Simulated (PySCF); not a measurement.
**Highest orbital energy against ionisation energy along the 4p block**

Calculated with PySCF 2.14, no spin-orbit coupling. Each cell gives −ε(HOMO) / ΔSCF in eV; NIST values include spin-orbit coupling, (s) semi-empirical, (t) theoretical.

```json
{"species": "Ga (ANO-RCC-VTZP, spin-free X2C)", "UHF": "5.806 / 5.521", "LDA": "2.857 / 6.068", "PBE": "2.877 / 5.983", "PBE0": "3.732 / 5.995", "r2SCAN": "3.147 / 6.122", "NIST (lowest levels)": "5.999"}
{"species": "Ge (ANO-RCC-VTZP, spin-free X2C)", "UHF": "7.863 / 7.404", "LDA": "4.342 / 8.026", "PBE": "4.336 / 7.905", "PBE0": "5.361 / 7.935", "r2SCAN": "4.666 / 8.064", "NIST (lowest levels)": "7.899"}
{"species": "As (ANO-RCC-VTZP, spin-free X2C)", "UHF": "10.041 / 9.420", "LDA": "5.954 / 10.019", "PBE": "5.921 / 9.883", "PBE0": "7.099 / 9.946", "r2SCAN": "6.303 / 10.088", "NIST (lowest levels)": "9.789"}
{"species": "Se (ANO-RCC-VTZP, spin-free X2C)", "UHF": "9.443 / 8.546", "LDA": "5.810 / 9.876", "PBE": "5.709 / 9.634", "PBE0": "6.858 / 9.623", "r2SCAN": "5.979 / 9.667", "NIST (lowest levels)": "9.752"}
{"species": "Br (ANO-RCC-VTZP, spin-free X2C)", "UHF": "11.777 / 10.717", "LDA": "7.581 / 12.075", "PBE": "7.443 / 11.791", "PBE0": "8.755 / 11.797", "r2SCAN": "7.760 / 11.853", "NIST (lowest levels)": "11.814"}
{"species": "Kr (ANO-RCC-VTZP, spin-free X2C)", "UHF": "14.227 / 13.046", "LDA": "9.417 / 14.365", "PBE": "9.246 / 14.045", "PBE0": "10.742 / 14.086", "r2SCAN": "9.669 / 14.168", "NIST (lowest levels)": "14.000"}
```

Problem. How far is −ε(HOMO) from ΔSCF on average for each method, and why?

Solution. UHF 0.75 eV; LDA -4.08 eV; PBE -3.95 eV; PBE0 -2.81 eV; r2SCAN -3.74 eV. Hartree-Fock orbital energies lack relaxation and so exceed the ΔSCF value; semilocal functionals have convex E(N) from self-interaction, so their HOMO lies far too high; exact exchange moves hybrids part of the way back.
